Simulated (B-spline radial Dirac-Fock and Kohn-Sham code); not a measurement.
# Form factor and incoherent scattering function of Yb⁵³⁺

System: the Yb⁵³⁺ ion, configuration [Ne] 3s2 3p5.

Input of the calculation (task.json; shells as n, l, electrons):

```json
{"items": [{
  "Z": 70,
  "q": 53,
  "cfg": [[1, 0, 2], [2, 0, 2], [2, 1, 6], [3, 0, 2], [3, 1, 5]],
  "A": 174,
  "rrms": 5.3108,
  "do": ["scatter"],
  "s": [0.0, 0.05, 0.1, 0.15, 0.2, 0.25, 0.3, 0.35, 0.4, 0.45, 0.5, 0.6, 0.7, 0.8, 0.9, 1.0, 1.1, 1.2, 1.4, 1.6, 1.8, 2.0, 2.5, 3.0, 3.5, 4.0, 5.0, 6.0],
  "pz": [0, 0.1, 0.2, 0.3, 0.4, 0.5, 0.6, 0.8, 1.0, 1.2, 1.4, 1.6, 1.8, 2.0, 2.5, 3.0, 4.0, 5.0, 7.0, 10.0, 15.0, 20.0, 30.0, 40.0, 60.0, 100.0],
  "hv_scatter": [5000, 8047.8, 10000, 17479.3, 20000, 30000, 50000, 500000]
}]}
```

Command: `python xray_run.py task.json out`

Calculated with a radial B-spline solver, using Dirac-Fock densities. f₀ is the Fourier transform of the spherical electron density, S the Waller-Hartree incoherent function, and s = sin θ/λ. The electron scattering factor follows from the Mott-Bethe formula f_e = 0.023934 Å⁻¹·(Z − f₀)/s².

```
s (Å⁻¹)      f₀       S  f_e (Å)
      0  17.000   0.000        –
   0.05  16.993   0.008  507.466
    0.1  16.973   0.031  126.916
   0.15  16.939   0.070   56.443
    0.2  16.891   0.124   31.778
   0.25  16.830   0.193   20.361
    0.3  16.757   0.277   14.159
   0.35  16.670   0.374   10.420
    0.4  16.571   0.485    7.992
   0.45  16.461   0.608    6.328
    0.5  16.338   0.744    5.137
    0.6  16.061   1.047    3.586
    0.7  15.742   1.389    2.650
    0.8  15.389   1.763    2.042
    0.9  15.004   2.160    1.625
      1  14.593   2.575    1.326
    1.1  14.163   3.000    1.104
    1.2  13.717   3.431    0.935
    1.4  12.800   4.285    0.698
    1.6  11.881   5.107    0.543
    1.8  10.992   5.874    0.436
      2  10.158   6.579    0.358
    2.5   8.403   8.067    0.236
      3   7.144   9.228    0.167
    3.5   6.275  10.159    0.125
      4   5.640  10.939    0.096
      5   4.629  12.216    0.063
      6   3.711  13.223    0.044
```

f₀ starts at the number of electrons, 17, and has fallen to half at s ≈ 2.47 Å⁻¹. The sum of ⟨r²⟩ over the electrons is 0.3711 bohr². For an ion f_e diverges as s goes to zero, because of the net charge.
